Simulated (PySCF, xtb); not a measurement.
C₄H₄BF, SMILES FB1C=CC=C1.

GFN2-xTB (xtb) at its own geometry gives an orbital gap of 2.00 eV and a dipole moment of 1.52 D.

Coordinates come from a B3LYP-D3(BJ)/def2-SVP optimisation. The structure was generated by enumeration, and PubChem lists no compound with its InChIKey, so it may never have been made.

### Question
What does M06-2X/def2-TZVP (PySCF) give? (Estimate from the structure and the level; the computed values follow.)

### Answer
gap 6.26 eV (levels -7.97 and -1.72 eV), dipole 1.76 D.
